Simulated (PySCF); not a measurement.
How methods differ on the ionisation energy of S⁺

S⁺ [Ne] 3s2 3p3 (4S) → S²⁺ [Ne] 3s2 3p2 (3P), as a difference of total energies. Calculation: PySCF 2.14, in aug-cc-pCVTZ-DK with one added diffuse shell each of s, p, d, f type (9s8p6d4f, 91 functions); the spin-free X2C one-electron Hamiltonian (Gaussian nucleus). Correlated levels: valence: [Ne] frozen; valence and next inner shell: 1s2 frozen; nothing frozen. The calculations carry no spin-orbit coupling.

```json
{"method": "UHF", "ionisation energy (eV)": "22.708", "plus first-order spin-orbit estimate": "22.646", "error of that sum (eV)": "-0.692"}
{"method": "LDA", "ionisation energy (eV)": "23.388", "plus first-order spin-orbit estimate": "23.325", "error of that sum (eV)": "-0.013"}
{"method": "PBE", "ionisation energy (eV)": "23.309", "plus first-order spin-orbit estimate": "23.247", "error of that sum (eV)": "-0.091"}
{"method": "PBE0", "ionisation energy (eV)": "23.375", "plus first-order spin-orbit estimate": "23.313", "error of that sum (eV)": "-0.025"}
{"method": "r2SCAN", "ionisation energy (eV)": "23.508", "plus first-order spin-orbit estimate": "23.446", "error of that sum (eV)": "+0.108"}
{"method": "BP86", "ionisation energy (eV)": "23.333", "plus first-order spin-orbit estimate": "23.271", "error of that sum (eV)": "-0.067"}
{"method": "PW91", "ionisation energy (eV)": "23.368", "plus first-order spin-orbit estimate": "23.306", "error of that sum (eV)": "-0.032"}
{"method": "B97-3", "ionisation energy (eV)": "23.168", "plus first-order spin-orbit estimate": "23.106", "error of that sum (eV)": "-0.232"}
{"method": "CAM-B3LYP", "ionisation energy (eV)": "23.242", "plus first-order spin-orbit estimate": "23.180", "error of that sum (eV)": "-0.158"}
{"method": "MP2 (valence)", "ionisation energy (eV)": "23.332", "plus first-order spin-orbit estimate": "23.270", "error of that sum (eV)": "-0.068"}
{"method": "SCS-MP2 (valence)", "ionisation energy (eV)": "23.144", "plus first-order spin-orbit estimate": "23.081", "error of that sum (eV)": "-0.257"}
{"method": "MP2 (valence and next inner shell)", "ionisation energy (eV)": "23.360", "plus first-order spin-orbit estimate": "23.298", "error of that sum (eV)": "-0.040"}
{"method": "SCS-MP2 (valence and next inner shell)", "ionisation energy (eV)": "23.170", "plus first-order spin-orbit estimate": "23.108", "error of that sum (eV)": "-0.230"}
{"method": "MP2 (all electrons)", "ionisation energy (eV)": "23.363", "plus first-order spin-orbit estimate": "23.301", "error of that sum (eV)": "-0.037"}
{"method": "SCS-MP2 (all electrons)", "ionisation energy (eV)": "23.171", "plus first-order spin-orbit estimate": "23.109", "error of that sum (eV)": "-0.229"}
```

Reference: 23.338 eV (measured; NIST Atomic Spectra Database, ionization energies).

A first-order spin-orbit estimate (lowest level to lowest level, LS coupling) adds -0.062 eV.

Errors of the correlated levels include the incompleteness of this basis and the frozen core.
